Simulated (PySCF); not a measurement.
C$_{4}$H$_{12}$N (SMILES C[N+](C)(C)C), charge +1, singlet, geometry from GFN2-xTB. Base run: B3LYP/3-21G (PySCF).

Input for PySCF:
```python
from pyscf import gto, scf, dft

mol = gto.Mole()
mol.atom = '''
    C    -0.253427   -0.622842   -1.311803
    N     0.000000    0.000000    0.000000
    C     0.069351    1.464142   -0.156408
    C    -1.093571   -0.343916    0.926720
    C     1.277647   -0.497384    0.541491
    H    -1.194908   -0.264612   -1.724653
    H    -0.307283   -1.705567   -1.211971
    H     0.547009   -0.377351   -2.007645
    H     0.256317    1.938503    0.805458
    H    -0.868423    1.846340   -0.555988
    H     0.873494    1.733601   -0.838981
    H    -2.044701    0.017517    0.539579
    H    -1.157076   -1.423437    1.052261
    H    -0.919961    0.109679    1.901025
    H     1.241374   -1.578668    0.662609
    H     2.095667   -0.250453   -0.133066
    H     1.478490   -0.045551    1.511372
'''
mol.basis = '3-21g'
mol.charge = 1
mol.spin = 0
mol.verbose = 4
mol.build()

mf = dft.RKS(mol)
mf.xc = 'b3lyp'
mf.kernel()
```

All variants below ran on the same shared machine, one core each. Differences are taken from exact integrals (base: -213.009118 Eh). The cheapest run took roughly 5 core-seconds.

```json
[
 {"setting": "auxbasis = def2-universal-jfit", "fitting functions": "377", "cost, times the cheapest (rough)": "1", "difference in total energy (µEh)": "100"},
 {"setting": "auxbasis = default (with mf = mf.density_fit())", "fitting functions": "593", "cost, times the cheapest (rough)": "1", "difference in total energy (µEh)": "-215"},
 {"setting": "auxbasis = cc-pvtz-jkfit", "fitting functions": "755", "cost, times the cheapest (rough)": "1", "difference in total energy (µEh)": "-98"},
 {"setting": "auxbasis = autoaux", "fitting functions": "454", "cost, times the cheapest (rough)": "1", "difference in total energy (µEh)": "-10420"},
 {"setting": "auxbasis = cc-pvqz-jkfit", "fitting functions": "1142", "cost, times the cheapest (rough)": "1", "difference in total energy (µEh)": "-53"},
 {"setting": "auxbasis = even-tempered beta=3.0", "fitting functions": "233", "cost, times the cheapest (rough)": "1", "difference in total energy (µEh)": "-15630"},
 {"setting": "auxbasis = def2-svp-ri", "fitting functions": "408", "cost, times the cheapest (rough)": "1", "difference in total energy (µEh)": "-8356"},
 {"setting": "base", "fitting functions": "-", "cost, times the cheapest (rough)": "1", "difference in total energy (µEh)": "reference"},
 {"setting": "only_dfj = on; auxbasis = def2-universal-jfit", "fitting functions": "377", "cost, times the cheapest (rough)": "1", "difference in total energy (µEh)": "-488"},
 {"setting": "exchange = seminumerical (SGX) (with mf = sgx.sgx_fit(mf, auxbasis='def2-universal-jfit'); with mf.with_df.dfj = True)", "fitting functions": "377", "cost, times the cheapest (rough)": "6", "difference in total energy (µEh)": "-488"}
]
```

Errors of the fitted Coulomb and exchange terms can cancel in the total.

Times come from a shared machine, hold the start-up and are rough.
